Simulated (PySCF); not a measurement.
# One reaction down a group: Ti, Zr, Hf

The same gas-phase reaction for Ti, Zr, Hf:
- 2 TiCl2(OH)2 → TiCl4.H2O + H2O + TiO2
- 2 ZrCl2(OH)2 → ZrCl4.H2O + H2O + ZrO2
- 2 HfCl2(OH)2 → HfCl4.H2O + H2O + HfO2

Computed with PySCF and rigid-rotor harmonic-oscillator thermochemistry at 1 bar. S°(298 K) at PBE0/def2-TZVP differs from the NASA 1993 table for ZrO2 (-6 J/mol/K); whether the harmonic model or the table's entry is off was not settled. † marks an energy on the PBE0/def2-TZVP geometry and frequencies; other levels use their own. All species are closed-shell singlets. Hf, Zr: scalar-relativistic def2 core potential, no spin-orbit coupling. Adducts (TiCl4.H2O, ZrCl4.H2O, HfCl4.H2O) have no counterpoise correction, and HF, PBE, BLYP, B3LYP and PBE0 lack dispersion. TiCl2(OH)2, TiCl4.H2O, ZrCl2(OH)2, ZrCl4.H2O, HfCl2(OH)2, HfCl4.H2O: computed as isolated molecules; such fragments, hydroxides, amides, oligomers or adducts are transient or little studied in the gas. The harmonic model lacks anharmonicity and excited electronic states, which grow with temperature; levels with a mode under 35 cm⁻¹ are left out. Soft modes under 120 cm⁻¹ make the harmonic entropy rough for TiCl2(OH)2, TiCl4.H2O, ZrCl2(OH)2, ZrCl4.H2O, HfCl2(OH)2, HfCl4.H2O.

ΔH°(298 K) in kJ, by level:

| level | Ti | Zr | Hf |
|---|---|---|---|
| ωB97M-V/def2-TZVP† | 529.5 | 611.5 | 698.0 |
| PBE/def2-SVP | 502.6 | 576.7 | 637.9 |
| LDA/def2-TZVP† | 523.1 | 588.6 | 662.7 |
| M06-2X/def2-TZVP† | 566.3 | 607.2 | 698.9 |
| BLYP/def2-TZVP† | 488.4 | 552.8 | 626.6 |

At ωB97M-V/def2-TZVP†, ΔH° rises from Ti to Hf, over a range of 168.5 kJ; the steps are +82.0, +86.5 kJ. 5 of the 5 levels shown give the same order. The levels scatter most for Ti (77.9 kJ between the highest and the lowest) and least for Zr (58.7 kJ). ΔS°(298 K) runs from 109.8 to 115.5 J/K, so TΔS° at 298 K spreads over 1.7 kJ among the members, against 168.5 kJ for ΔH°.

Free energies at ωB97M-V/def2-TZVP†:

```
member  ΔS°(298 K), J/K  ΔG°(298 K), kJ  ΔG°(1000 K), kJ         ΔG° changes sign
------  ---------------  --------------  ---------------  -----------------------
Ti                109.8             497              432  none from 298 to 2500 K
Zr                115.5             577              509  none from 298 to 2500 K
Hf                114.5             664              597  none from 298 to 2500 K
```

The NASA 1993 table holds none of these reactions whole; the comparison is among the levels.
